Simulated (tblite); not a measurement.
Run record: nudged-elastic-band run, `F[C@H](Cl)CC#CCCl`.

Computed with GFN2-xTB (tblite), gas phase: nudged elastic band of 9 images (0 to 8), spring 0.2 eV/Å², climbing image at the end, force threshold 0.05 eV/Å. No saddle search or frequency run followed, so the top image need not be a first-order saddle, and its height can exceed the method's true barrier by a kcal/mol or more. The input is one job of a driver script: a line of settings, then coordinates in Å. «atoms» counts from 0 and names the dihedral (F1–C2–C4–C5 when counted from 1); «turn» is the rotation in degrees that makes the guess of the end point.

Command:
```bash
OMP_NUM_THREADS=1 python probes_run.py task.json out
```

Input:
```
{"job": {"kind": "neb", "xc": "GFN2-xTB", "basis": "xTB", "atoms": [0, 1, 3, 4], "turn": 120}, "charge": 0, "multiplicity": 1}
F      2.060833     1.423334     0.328782
C      2.001122     0.084477     0.545685
Cl     3.679074    -0.527080     0.653288
C      1.256929    -0.610052    -0.589743
C     -0.145512    -0.244539    -0.565196
C     -1.293769     0.101712    -0.546735
C     -2.685163     0.457610    -0.466663
Cl    -3.394337    -0.169422     1.070335
H      1.523418    -0.066419     1.520650
H      1.359492    -1.690738    -0.472356
H      1.701084    -0.310767    -1.542539
H     -3.253686     0.011697    -1.284009
H     -2.813872     1.540673    -0.455145
```

Output:
```
image   E - E0 / eV
  0      -0.0000
  1       0.0182
  2       0.0709
  3       0.1351
  4       0.1725
  5       0.1601
  6       0.1117
  7       0.0622
  8       0.0398
```

Problem. Read off the barriers.

Solution. The highest image is 4: 0.173 eV (3.98 kcal/mol) above the start and 0.133 eV (3.06 kcal/mol) above the end. The band met its force threshold.

Problem. Which dihedral does each image have?

Solution. 0: -68°, 1: -53°, 2: -37°, 3: -20°, 4: -2°, 5: 15°, 6: 32°, 7: 49°, 8: 65°.

Problem. Give the geometry of the highest image and of the end point.

Solution. 
Image 4:
```
atom  x, y, z in Å
F1      1.268    0.947    1.178
C2      2.014   -0.029    0.604
Cl3     3.449    0.756   -0.123
C4      1.218   -0.817   -0.455
C5     -0.149   -0.347   -0.541
C6     -1.253    0.117   -0.590
C7     -2.608    0.599   -0.592
Cl8    -3.386    0.267    1.001
H9      2.375   -0.667    1.418
H10     1.218   -1.876   -0.186
H11     1.694   -0.712   -1.433
H12    -3.204    0.084   -1.346
H13    -2.640    1.679   -0.739
```

Image 8:
```
atom  x, y, z in Å
F1      1.593    0.006    1.835
C2      2.073   -0.082    0.568
Cl3     2.166    1.568   -0.109
C4      1.176   -0.974   -0.287
C5     -0.145   -0.400   -0.455
C6     -1.212    0.125   -0.602
C7     -2.518    0.715   -0.728
Cl8    -3.405    0.610    0.840
H9      3.096   -0.471    0.639
H10     1.090   -1.946    0.209
H11     1.645   -1.110   -1.264
H12    -3.118    0.185   -1.469
H13    -2.445    1.774   -0.981
```

Problem. Estimate the wall time. Hardware: Arm Neoverse V1, one thread, on a shared host. And the peak memory of the process?

Solution. About 3.0 s, with 0.18 GiB resident at the peak, the Python interpreter and its libraries included.
